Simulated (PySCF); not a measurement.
## From computed data to an observable: oscillator strength and radiative lifetime

Se(SeH)(OSiH3) (H₄OSe₂Si), SMILES O([Se][SeH])[SiH3].

Geometry optimised at PBE0-D3(BJ)/def2-SVP. Other conformers were not sampled.

TDA-LC-ωPBE/def2-SVPD run with PySCF puts the first singlet state with f over 0.02 at 7.12 eV (vertical), with the transition dipole (-0.985, -0.705, 0.849) in atomic units.

Problem. Find the oscillator strength, the wavelength and the radiative lifetime that this transition would have in vacuum if emission retraced absorption.

Solution. 
|μ|² = 2.1881 au, so |μ| = 3.76 D. ΔE = 7.12/27.211 = 0.2617 hartree. f = (2/3) ΔE |μ|² = 0.382 (the program prints 0.382).
λ = 1239.84/7.12 = 174 nm; ν = 57427 cm⁻¹.
Einstein's coefficient A = 0.6670 ν² f s⁻¹ (ν in cm⁻¹) = 8.4e8 s⁻¹, so τ = 1/A = 1.2 ns. This state is S8; the lower singlets have f = 0.002, 0.002, 0.002, 0.003, 0.004, 0.015, 0.016. The figure is the radiative limit of this one transition; relaxation, internal conversion, crossing to triplets and a medium change what is measured.
